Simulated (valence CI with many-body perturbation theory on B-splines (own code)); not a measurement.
# Cd15+: electric-dipole lines

Method: relativistic CI+MBPT: five valence electrons over a frozen Dirac-Fock core [Ar] 3d10, radial functions for each j: 11 s, 11 p, 10 d, 8 f, 5 g, 2 h, with the one-electron correlation potential Σ1, the two-electron term Σ2, the three-electron term Σ3, Breit, model QED; selected CI, second order for the rest, scaled by the run's own slope (own B-spline code, finite nucleus).

No measured levels were compared; by estimate levels hold to about 250 cm⁻¹ or 0.2 % of their energy and the worst to 1 %, as in measured heavy ions of charge 2 to 7; those with d or f electrons hold less well. Among the levels kept, up to 2200 cm⁻¹ of a level comes from second order outside the variational space, and about a tenth of that is noise between levels of different J, which matters for small intervals.

Lines 51 to 100 of 568 in falling wavelength, among levels below 1272700 cm⁻¹, chosen from the strongest by gf and those to the six lowest levels. Wavelengths and rates use the calculated energies, so an error of 1000 cm⁻¹ moves a line at 251.2 Å by 0.25 % and its rate by three times that or more. Electric multipoles are in the length gauge, E1 and E2 with the static RPA response of the core. Weak lines are less certain than strong ones. Lines between different terms over intervals too small for the method are left out, as are lines whose strength nearly cancels. Where a level lies close to another of its J and parity, the split of strength between their lines is uncertain.

Names give the largest LS component (configuration and term), which can be under half, so a name can repeat, a term be missing and a line seem to break the LS rules; names also repeat where a configuration has a term twice. Letters in brackets count levels of one name in rising energy.

```csv
λ vac (Å),Upper,Lower,A (s⁻¹),S (a.u.)
251.2,4s 4p3 4d 2D°_5/2 [b],4s2 4p2 4d 2P_3/2 [a],4.19e+09,1.97e-01
251.0,4s 4p4 2D_5/2,4s2 4p3 2D°_3/2,7.04e+07,3.29e-03
250.9,4s2 4p2 4d 4F_5/2,4s2 4p3 2P°_3/2,3.75e+07,1.76e-03
250.9,4s 4p3 4d 2D°_3/2 [e],4s2 4p2 4d 2D_3/2 [b],7.18e+09,2.24e-01
250.7,4s 4p3 4d 2G°_9/2 [c],4s2 4p2 4d 2F_7/2 [b],4.74e+09,3.69e-01
250.1,4s 4p3 4d 4F°_7/2 [b],4s2 4p2 4d 2F_7/2 [a],3.93e+09,2.42e-01
249.7,4s 4p3 4d 2D°_3/2 [e],4s2 4p2 4d 2P_1/2 [b],7.09e+09,2.18e-01
249.5,4s 4p4 2P_3/2,4s2 4p3 2P°_1/2,2.92e+09,8.96e-02
249.5,4s 4p3 4d 4F°_3/2 [b],4s2 4p2 4d 4D_3/2,5.52e+09,1.69e-01
248.9,4s 4p3 4d 4D°_7/2 [d],4s2 4p2 4d 4P_5/2,3.84e+09,2.34e-01
248.4,4s 4p3 4d 2F°_5/2 [a],4s2 4p2 4d 4P_5/2,3.47e+09,1.57e-01
247.7,4s 4p3 4d 2F°_7/2 [d],4s2 4p2 4d 2D_5/2 [b],4.49e+09,2.70e-01
247.6,4s 4p3 4d 4F°_5/2 [b],4s2 4p2 4d 4D_3/2,3.57e+09,1.60e-01
247.1,4s 4p3 4d 4D°_5/2 [e],4s2 4p2 4d 2F_7/2 [b],8.64e+09,3.86e-01
247.1,4s 4p3 4d 2D°_5/2 [c],4s2 4p2 4d 2D_5/2 [a],5.95e+09,2.66e-01
246.2,4s 4p3 4d 2D°_3/2 [b],4s2 4p2 4d 4D_5/2,5.11e+09,1.51e-01
246.2,4s 4p3 4d 4F°_7/2 [b],4s2 4p2 4d 4F_7/2,3.19e+09,1.88e-01
245.8,4s 4p3 4d 2G°_9/2 [b],4s2 4p2 4d 4F_9/2,6.75e+09,4.94e-01
245.7,4s 4p3 4d 2P°_3/2 [d],4s2 4p2 4d 2P_3/2 [b],7.58e+09,2.22e-01
245.1,4s 4p3 4d 4D°_3/2 [c],4s2 4p2 4d 4P_3/2,8.09e+09,2.35e-01
244.9,4s 4p3 4d 2D°_3/2 [d],4s2 4p2 4d 2D_3/2 [a],8.85e+09,2.57e-01
244.6,4s 4p4 2P_1/2,4s2 4p3 2P°_3/2,2.03e+10,2.93e-01
244.3,4s 4p3 4d 4D°_1/2 [c],4s2 4p2 4d 4P_1/2,1.09e+10,1.57e-01
243.9,4s 4p3 4d 2P°_1/2 [b],4s2 4p2 4d 2D_3/2 [a],9.10e+09,1.30e-01
242.7,4s 4p3 4d 2D°_5/2 [b],4s2 4p2 4d 4D_5/2,3.65e+09,1.54e-01
242.5,4s 4p3 4d 4D°_7/2 [d],4s2 4p2 4d 2G_7/2,4.20e+09,2.37e-01
242.4,4s 4p3 4d 2D°_3/2 [f],4s2 4p2 4d 2D_5/2 [c],1.02e+10,2.87e-01
242.2,4s 4p3 4d 2D°_3/2 [c],4s2 4p2 4d 2P_3/2 [a],5.27e+09,1.48e-01
242.1,4s 4p3 4d 4D°_1/2 [b],4s2 4p2 4d 4F_3/2,9.07e+09,1.27e-01
241.9,4s 4p3 4d 2F°_5/2 [b],4s2 4p2 4d 2D_3/2 [a],3.95e+09,1.65e-01
241.7,4s 4p3 4d 2D°_5/2 [d],4s2 4p2 4d 2D_5/2 [b],1.52e+10,6.36e-01
241.5,4s 4p3 4d 2D°_5/2 [a],4s2 4p2 4d 4F_5/2,5.56e+09,2.32e-01
241.2,4s 4p3 4d 4D°_7/2 [b],4s2 4p2 4d 2F_7/2 [a],2.43e+09,1.34e-01
240.9,4s 4p3 4d 4D°_5/2 [b],4s2 4p2 4d 4F_7/2,6.46e+09,2.68e-01
240.8,4s 4p3 4d 4D°_5/2 [e],4s2 4p2 4d 4P_5/2,3.84e+09,1.59e-01
240.6,4s 4p3 4d 4F°_5/2 [b],4s2 4p2 4d 2F_5/2 [a],7.25e+09,2.99e-01
240.2,4s 4p3 4d 4P°_3/2 [a],4s2 4p2 4d 4F_5/2,9.79e+09,2.68e-01
237.6,4s 4p3 4d 4D°_7/2 [b],4s2 4p2 4d 4F_7/2,2.83e+09,1.50e-01
237.6,4s 4p3 4d 2D°_5/2 [e],4s2 4p2 4d 2F_7/2 [c],1.66e+10,6.59e-01
236.8,4s 4p3 4d 4P°_5/2 [b],4s2 4p2 4d 2F_7/2 [a],1.35e+10,5.32e-01
236.2,4s2 4p 4d2 4G°_5/2 [b],4s2 4p2 4d 2D_5/2 [b],4.55e+09,1.77e-01
235.8,4s 4p3 4d 2F°_7/2 [b],4s2 4p2 4d 2F_7/2 [b],1.01e+10,5.22e-01
235.6,4s 4p3 4d 2D°_3/2 [a],4s2 4p2 4d 2F_5/2 [a],6.34e+09,1.64e-01
234.9,4s 4p3 4d 2F°_7/2 [a],4s2 4p2 4d 2F_7/2 [a],1.19e+10,6.10e-01
234.9,4s 4p3 4d 4D°_5/2 [e],4s2 4p2 4d 2G_7/2,5.84e+09,2.24e-01
234.0,4s 4p4 2P_3/2,4s2 4p3 2D°_5/2,2.81e+10,7.10e-01
232.9,4s 4p3 4d 2P°_3/2 [b],4s2 4p2 4d 2D_5/2 [a],1.26e+10,3.14e-01
231.4,4s 4p3 4d 2G°_7/2 [b],4s2 4p2 4d 4F_9/2,4.58e+09,2.24e-01
231.4,4s 4p3 4d 2P°_3/2 [c],4s2 4p2 4d 2D_5/2 [a],5.24e+09,1.28e-01
231.3,4s 4p3 4d 4P°_3/2 [b],4s2 4p2 4d 2F_5/2 [a],4.81e+09,1.18e-01
```
